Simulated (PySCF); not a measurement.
**YH₂: one-bond stretch**

Method: UPBE0/[Y def2-TZVP with ECP28, H def2-TZVP], scalar-relativistic core potentials, density fitting, no spin–orbit coupling, PySCF.

Rigid scan from the doublet minimum (Y–H 1.957 Å (×2); H–Y–H 115.4°). Coordinate: the bond from Y to the last atom (H) scaled, the rest fixed. Energies in kJ/mol from the minimum.

```
scale of one bond  E (kJ/mol)  dipole size (D)  ⟨S²⟩
             0.92        11.3             2.53  0.75
             0.96         2.6             2.64  0.75
             1.00         0.0             2.77  0.75
             1.05         3.4             2.95  0.75
             1.12        16.8             3.24  0.75
             1.20        39.9             3.62  0.75
             1.35        93.0             4.37  0.75
             1.55       164.2                –  0.78
             1.80       225.9                –  0.99
             2.20       261.0                –  1.10
```

Spin contamination is strong at 1.80, 2.20, so these points are less reliable.

Other spin states or occupations of the open shell can lie lower.

The scan took 7.1 s on 2 threads of a shared Arm Neoverse V1 host; the process peaked at 0.65 GiB.
